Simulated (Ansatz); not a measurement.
Total energies of Ru(P5)2 (P₁₀Ru) from Ansatz at PBE0-D4/def2-SVP, gas phase (1 Eh = 27.2114 eV = 2625.5 kJ/mol). The reference geometry is relaxed at PBE0-D4/def2-SVP.

| state | geometry | energy (Eh) |
| --- | --- | --- |
| charge 0 singlet | reference | -3506.40237 |
| charge 1 doublet | reference | -3506.09673 |
| charge -1 doublet | reference | -3506.46060 |
| charge 0 triplet | relaxed at PBE0-D4/def2-SVP | -3506.33694 |
| free Ru atom (quintet) | – | -94.77040 |
| free P atom (quartet) | – | -341.02153 |

In the def2 sets Ru takes a core potential; there is no spin–orbit coupling.

Work out the vertical ionisation energy to the doublet.

E(charge 1 doublet) − E(charge 0 singlet) = -3506.09673 − (-3506.40237) = 0.30564 Eh = 8.32 eV. For comparison, −ε of the highest occupied level is 6.83 eV at this level, 1.49 eV less.

Work out the vertical electron affinity, to the doublet.

E(charge 0 singlet) − E(charge -1 doublet) = -3506.40237 − (-3506.46060) = 0.05823 Eh = 1.58 eV. The basis lacks diffuse functions, which makes affinities too small.

Give the fundamental gap IE − EA, the Mulliken electronegativity (IE + EA)/2 and the hardness (IE − EA)/2.

From the values in Eh: IE − EA = 0.30564 − 0.05823 = 0.24741 Eh = 6.73 eV; (IE + EA)/2 = 4.95 eV; (IE − EA)/2 = 3.37 eV. The HOMO–LUMO gap of the same run is 4.00 eV, 2.73 eV smaller than the fundamental gap.

Which of the charge 0 states is lowest, and how far above it are the others?

The singlet. triplet: -3506.33694 − (-3506.40237) = 0.06543 Eh = 171.8 kJ/mol. A quintet, which d6 allows, wasn't run and may lie lower.

What is the binding energy per atom against free atoms?

Atoms: 1 × (-94.77040) + 10 × (-341.02153) = -3504.98570 Eh. Binding: -3504.98570 − (-3506.40237) = 1.41667 Eh = 38.55 eV, or 3.50 eV for each of 11 atoms (no zero-point energy, no counterpoise term).
